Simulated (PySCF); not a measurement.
# Correlation energy of S²⁺ (sulfur, charge +2)

[Ne] 3s2 3p2, high-spin 3P determinant. Calculation: PySCF 2.14, in aug-cc-pCVTZ-DK (8s7p5d3f, 75 functions); the spin-free X2C one-electron Hamiltonian (Gaussian nucleus). Frozen: [Ne]; 4 electrons correlated.

| level | correlation energy (mhartree) |
| --- | --- |
| CCSD | -90.47 |
| (T) | -2.20 |
| CCSD(T) | -92.67 |

Diagnostics: T1 = 0.0086, D1 = 0.0218, largest double amplitude 0.103.

Task: Is a single reference adequate?

Result: Mostly. T1 lies below 0.03, but a double amplitude of this size points to a near-degeneracy that CCSD handles and MP2 describes poorly.
